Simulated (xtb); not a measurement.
C3H6F2Si, SMILES FC(F)=CC[SiH3]. All values are semi-empirical tight-binding results from xtb (GFN2-xTB unless named), good for trends rather than for accurate numbers. Coordinates come from a GFN2-xTB optimisation. The structure was generated by enumeration, and PubChem lists no compound with its InChIKey, so it may never have been made. The values are those of a single conformer.

Optimised geometry:

```xyz
12

F      1.8898    -0.5446    -0.4896
C      1.3131     0.2477     0.4163
F      2.1330     0.3990     1.4586
C      0.1218     0.7995     0.3051
C     -0.7909     0.5857    -0.8450
Si    -2.1984    -0.6341    -0.3877
H     -0.2164     1.4160     1.1226
H     -1.2240     1.5404    -1.1423
H     -0.2326     0.1942    -1.6945
H     -2.9442    -0.0777     0.7423
H     -3.0667    -0.7644    -1.5572
H     -1.6069    -1.9190    -0.0224
```
Charge 0, spin multiplicity 1.

Computed properties:
| Item | Result |
|---|---|
| orbital gap | 4.62 eV |
| dipole moment | 3.12 D |
| zero-point energy | 48.5 kcal/mol |
| G − E(el) at 298.15 K (modified RRHO) | 28.1 kcal/mol |
| static polarisability (D4 model) | 68.3 bohr³ |
| solvation energy, GFN2-xTB/ALPB(water) | -1.2 kcal/mol |
| solvation energy, GFN2-xTB/ALPB(methanol) | -3.7 kcal/mol |

Computed atomic charges and the Wiberg bond orders between heavy atoms:
charges (e) F1 -0.20, C2 0.30, F3 -0.21, C4 -0.08, C5 -0.15, Si6 0.45, H7 0.06, H8 0.04, H9 0.04, H10 -0.08, H11 -0.09, H12 -0.08. Bond orders F1–C2 0.97, C2–F3 0.96, C2–C4 1.78, C4–C5 1.06, C5–Si6 0.84.
